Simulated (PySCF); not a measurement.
Which level of theory gave which numbers?

Compound: C₆H₄F₂.
Bonds: F1–C2, C2–C3 (aromatic), C3–C4 (aromatic), C4–C5 (aromatic), C5–F6, C5–C7 (aromatic), C7–C8 (aromatic), C2–C8 (aromatic). Hydrogens: H9 on C3; H10 on C4; H11 on C7; H12 on C8.

The closed-shell ground state was solved 4 times with PySCF (density fitting, gas phase), always in the pcSseg-2 basis (344 functions), with these functionals: B97-2, KT3, PBE0 and wB97X-D. Geometry: PBE0-D3(BJ)/def2-TZVP; no solvent, vibrations or thermal averaging.

```csv
row,total energy (Eh),HOMO (eV),LUMO (eV)
P,-430.7473,-6.94,-0.91
Q,-437.0541,-6.11,-1.69
R,-430.4278,-7.19,-0.89
S,-430.7513,-8.95,0.87
```

Which functional belongs to which row?

P = B97-2, Q = KT3, R = PBE0, S = wB97X-D. By rising HOMO–LUMO gap: KT3 (GGA) 4.42 eV; B97-2 (global hybrid, 21 % exact exchange) 6.03 eV; PBE0 (global hybrid, 25 % exact exchange) 6.30 eV; wB97X-D (range-separated hybrid) 9.82 eV. Total energies of different functionals aren't bounds to one another; each is stationary for its own functional.

Note: wB97X-D ran without an empirical dispersion term, which enters the total energy and its gradient alone.
